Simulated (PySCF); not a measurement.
Species: C₄H₄F₂Ge.
SMILES with atom numbers: `[F:1][C:2]1=[C:3]([F:4])[GeH2:5][CH:6]=[CH:7]1` (hydrogens: H8, H9 on Ge5; H10 on C6; H11 on C7)

The calculation used core-valence-separated Tamm–Dancoff BHandHLYP/aug-pcX-1 (pcseg-1 on H, def2-SVPD on Ge) in PySCF, non-relativistic, gas phase, PBE0-D3(BJ)/def2-SVP geometry. Absolute energies from this functional tend to lie a few eV below measured edges; no shift was applied.

Problem. List the fluorine K-edge absorption lines.

Solution. 
| E (eV) | f | core hole on | main final orbital |
| --- | --- | --- | --- |
| 685.42 | 0.0079 | F4 | LUMO (88 %) |
| 685.51 | 0.0072 | F1 | LUMO (90 %) |
| 685.81 | 0.0232 | F4 | spread |
| 686.04 | 0.0232 | F1 | spread |
| 687.58 | 0.0127 | F4 | LUMO+1 (45 %) |
| 687.74 | 0.0092 | F1 | LUMO+2 (35 %) |
| 688.10 | 0.0034 | F4 | LUMO+2 (51 %) |
| 688.33 | 0.0036 | F4 | LUMO+4 (47 %) |
| 688.51 | 0.0027 | F1 | LUMO+3 (57 %) |
| 688.60 | 0.0035 | F1 | LUMO+8 (61 %) |

The first line with a tenth or more of the strongest one's intensity is at 685.42 eV (f = 0.008), with the hole on F4 (vinyl fluorine). The strongest listed is at 686.04 eV (f = 0.023; F1).

Problem. Give energies, oscillator strengths and core holes at the C K edge.

Solution. 
```tsv
E (eV)	f	core hole on	main final orbital	polarisation
282.08	0.0517	C6	LUMO (84 %)	normal to the local trigonal plane
282.56	0.0540	C7	LUMO (82 %)	normal to the local trigonal plane
284.31	0.0550	C3	LUMO (74 %)	normal to the local trigonal plane
284.85	0.0542	C2	LUMO (69 %)	normal to the local trigonal plane
285.53	0.0190	C6	LUMO+1 (65 %)	in the local trigonal plane
286.11	0.0227	C6	LUMO+2 (49 %)	in the local trigonal plane
286.62	0.0193	C7	LUMO+3 (38 %)	in the local trigonal plane
286.75	0.0343	C3	LUMO+1 (42 %)	in the local trigonal plane
286.98	0.0027	C6	LUMO+3 (68 %)	in the local trigonal plane
287.12	0.0048	C6	LUMO+2 (32 %)	in the local trigonal plane
287.13	0.0010	C7	LUMO+1 (71 %)	in the local trigonal plane
287.38	0.0145	C7	LUMO+8 (48 %)	normal to the local trigonal plane
287.40	0.0388	C2	LUMO+1 (31 %)	in the local trigonal plane
287.60	0.0100	C6	LUMO+7 (74 %)	normal to the local trigonal plane
287.64	0.0038	C7	LUMO+4 (32 %)	in the local trigonal plane
287.76	0.0033	C6	LUMO+5/LUMO+8 (2 roots, f summed)	mixed
287.83	0.0236	C3	spread	in the local trigonal plane
287.92	0.0005	C6	LUMO+6 (60 %)	–
```

The first line with a tenth or more of the strongest one's intensity is at 282.08 eV (f = 0.052), with the hole on C6 (alkene CH carbon), polarised normal to the local trigonal plane: a 1s→π* resonance. The strongest listed is at 284.31 eV (f = 0.055; C3, 1s→π*).

Roots within 0.03 eV whose holes lie on the same, on equivalent or on shared atoms are summed into one line, and the highest roots are left out, as the search may have cut off their partners. Final orbitals are the ground state's empty Kohn–Sham orbitals. A dash: too weak, shared between unlike atoms, or no plane or axis to refer to.

Problem. What are the wavelength and the wavenumber of the 686.04 eV line?

Solution. λ = 12398.42 eV Å/686.04 eV = 18.072 Å; 5.5333 × 10⁶ cm⁻¹.

The list ends where the root search ended, not at a threshold. Relativistic effects, spin–orbit coupling among them, are left out although an element past zinc is present.
